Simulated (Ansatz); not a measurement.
Coupled-cluster diagnostics for the cluster Na2Br3, Ansatz.

Geometry of the doublet (PBE0-D4/def2-SVP):

```xyz
5

Na   -0.119    1.185    1.153
Na    0.042   -0.630   -1.533
Br    1.626   -1.109    0.844
Br   -0.289    2.022   -1.383
Br   -1.260   -1.467    0.919
```

Correlated methods freeze 29 core orbitals; core or outer-core shells of Na, Br are correlated, in sets that lack core-valence functions. In the doublet, Br3 and Br5 lie 2.91 Å apart (atoms count from 1), so these atoms are partly bonded to each other. The structure comes from a short search, and lower isomers may exist.

Estimate the CCSD(T) correlation energy, the shares of MP2 and (T), T1 and the reference's ⟨S²⟩ for: charge 0, doublet, own geometry in def2-SVP; and the rough time on 4 threads of Intel Xeon Platinum 8488C on a shared host.


| state | basis | correlation (eV) | MP2 share (%) | (T) share (%) | T1 | ⟨S²⟩ (pure) | wall time |
| --- | --- | --- | --- | --- | --- | --- | --- |
| charge 0, doublet, own geometry | def2-SVP | -19.795 | 97.2 | 1.9 | 0.005 | 0.77 (0.75) | 48 s |
Customary marks for T1 are 0.02 (closed shells), 0.045 (open shells) and about 0.05 (3d metals). T1 stays under 0.02 throughout.
